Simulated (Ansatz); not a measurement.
System: sum formula HBOBr2, charge 0, multiplicity 1. 
Coordinates optimised at B3LYP-D3(BJ)/def2-TZVP (Ansatz, a program for electronic structure):
```
B
O 1 1.3387
H 2 0.9649 1 114.43
Br 1 1.9178 2 118.65 3 180.00
Br 1 1.9380 2 121.17 3 0.00
```
Charge 0, spin multiplicity 1.

Basis-set convergence of Hartree-Fock and CCSD correlation energies (hartree) with Ansatz. Cores are frozen in the correlated levels unless marked. No spin-orbit coupling. Frozen are the shells of the preceding noble gas and the d and f shells that filled before the atom's block. No relativistic terms.

```json
[
 {"basis": "aug-cc-pVDZ", "functions": "127", "E(HF)": "-5245.05312", "E(corr, CCSD)": "-0.55161"},
 {"basis": "aug-cc-pVTZ", "functions": "233", "E(HF)": "-5245.22790", "E(corr, CCSD)": "-0.69715"},
 {"basis": "aug-cc-pVQZ", "functions": "392", "E(HF)": "-5245.23994", "E(corr, CCSD)": "-0.74603"}
]
```

Extrapolating the two largest sets (X = 3 and 4) as X^-3: E(corr) = (64·(-0.74603) - 27·(-0.69715))/37 = -0.7817 Eh, an estimate of the basis-set limit. The largest set recovers 95.4 % of it, the smallest 70.6 %.
